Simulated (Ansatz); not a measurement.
`BB1CN1` + H₂ → `B1CN1` + BH₃ at 400 K and 1 bar (hydrogenolysis of a B–B bond).

Computed with Ansatz on PBE0-D4/def2-TZVP structures; ΔE is electronic, products minus reactants. CCSD(T)/CBS adds triple-zeta CCSD(T) − MP2 to the extrapolated MP2 energy (def2 sets, frozen cores). This one scheme is used for every species.

```csv
species,CCSD(T)/CBS energy (Eh),H − E (kJ/mol),S (J/(mol·K))
`BB1CN1`,-145.29038,198.0,321.6
H₂,-1.17544,38.0,139.0
`B1CN1`,-119.91915,159.9,273.3
BH₃,-26.55200,82.6,199.4
```

H − E and S are ideal-gas, rigid-rotor, harmonic terms from PBE0-D4/def2-TZVP, for one conformer and one mirror image of each species. For small species the MP2-based limit differs from directly extrapolated CCSD(T) by up to some mEh (0.8 for H₂); such offsets cancel only in part. 1 Eh = 2625.50 kJ/mol, R = 8.31446 J/(mol·K).

Problem. By hand: ΔE, ΔH, ΔS and ΔG.

Solution. ΔE = (-119.91915) + (-26.55200) − (-145.29038) − (-1.17544) = -0.00533 Eh = -14.0 kJ/mol. Δ(H − E) = 159.9 + 82.6 − 198.0 − 38.0 = 6.5, so ΔH = -7.5 kJ/mol. ΔS = 273.3 + 199.4 − 321.6 − 139.0 = 12.1 J/(mol·K). ΔG = -7.5 − 400 × (12.1)/1000 = -12.3 kJ/mol.

Problem. By hand: the equilibrium constant, and the temperature at which ΔG would vanish if ΔH and ΔS stayed fixed.

Solution. log₁₀ K = −ΔG/(RT ln 10) = 1.6. ΔH and −TΔS have one sign here, so there is no such temperature.

TΔS isn't small against ΔH here. A doubt of 5 kJ/mol in ΔE shifts log₁₀ K by 0.7 here. Other conformers and mirror images would add mixing entropy, several J/(mol·K) or more a flexible species. These are equilibria of isolated gas molecules and say nothing of rates. Largest T1 diagnostic: 0.015 (customary marks: 0.02 for closed shells, 0.045 for open ones).

ΔS is within the doubt of such terms, so its sign, and with it that verdict, could turn.
